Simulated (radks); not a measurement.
Initial-state core-level shifts of neutral gallium when its valence configuration changes from [Ar] 3d10 4s2 4p1. All-electron calculation, scalar-relativistic Kohn-Sham, PBE, spin-polarised, spherical densities, finite nucleus; open shells are filled with parallel spins first; Fermi nuclear charge, rms radius 3.9973 fm. Program: a radial shooting solver on a logarithmic mesh with Libxc functionals. Shifts are changes of the shell-averaged eigenvalues in eV (positive: less bound); the change of the density at the nucleus, which sets a Mossbauer isomer shift, is in e/bohr^3, on a base of 2.856e+04.

valence                1s       2s       3s       3p  density at nucleus
3d8 4s2 4p3       -21.231  -23.404  -19.669  -19.217             +20.105
3d10 4s1 4p2       -1.464   -1.390   -1.479   -1.475             -12.451
3d10 4s1.5 4p1.5   -0.799   -0.758   -0.802   -0.801              -6.035
3d9 4s2 4p2       -10.188  -11.160   -9.634   -9.419              +9.488
3d9 4s1 4p3       -11.337  -12.273  -10.801  -10.577              -5.740
3d8.5 4s2 4p2.5   -15.603  -17.149  -14.606  -14.274             +14.663
3d7.5 4s2 4p3.5   -27.358  -30.195  -25.090  -24.516             +25.803
3d9.5 4s2 4p1.5    -4.987   -5.443   -4.763   -4.660              +4.596
3d7.5 4p5.5       -30.637  -33.383  -28.315  -27.724             -13.989
